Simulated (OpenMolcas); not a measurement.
Computed levels of 4f⁶ in ions with 60 electrons, in cm-1 above ⁷F₀.

* Program: OpenMolcas 26.06
* Method: SS-CASPT2, IPEA 0.25 Eh, imaginary shift 0.1 Eh
* Basis: ANO-RCC-VTZP
* Scalar Hamiltonian: DKH2, point nucleus
* Spin-orbit coupling: RASSI with atomic mean-field integrals over the reference wave functions, term energies averaged over their components

Active space for each ion: 6 electrons in 7 orbitals (4f); closed shells correlated by CASPT2: 5s 5p.

```
 Level   Sm2+   Gd4+
   ⁷F₁    351    533
   ⁷F₂    959   1449
   ⁷F₃   1730   2600
   ⁷F₄   2600   3900
   ⁷F₅   3520   5280
   ⁷F₆   4470   6680
⁵D₀(1)  13310  19740
⁵D₁(1)  14710  21970
⁵D₂(1)  16780  25140
```

Problem. Estimate ⁷F₆, ⁵D₀(1), ⁵D₁(1) for Eu3+ from its neighbours Sm2+ and Gd4+.

Solution. ⁷F₆ is fine structure, which grows about as the fourth power of a screened charge, so the fourth roots are averaged: ((4470^0.25 + 6680^0.25) / 2)^4 = 5492. The calculation gives 5540, so the estimate is off by -0.9 %.
⁵D₀(1) is another term, which grows about linearly with the charge: (13310 + 19740) / 2 = 16525. The calculation gives 17220, so the estimate is off by -4.0 %.
⁵D₁(1) is another term, which grows about linearly with the charge: (14710 + 21970) / 2 = 18340. The calculation gives 19010, so the estimate is off by -3.5 %.

Term energies are means over components that CASPT2 splits; among the terms shown or strongly mixed into the levels shown the widest spread is 100 cm-1 (4f⁶ ⁷F, Sm2+). High states are left out of the spin-orbit mixing, which shifts the levels that they would mix with. Levels of configurations outside the active space are missing.

A number in round brackets counts repeated terms of one configuration in the order of the reference energies.
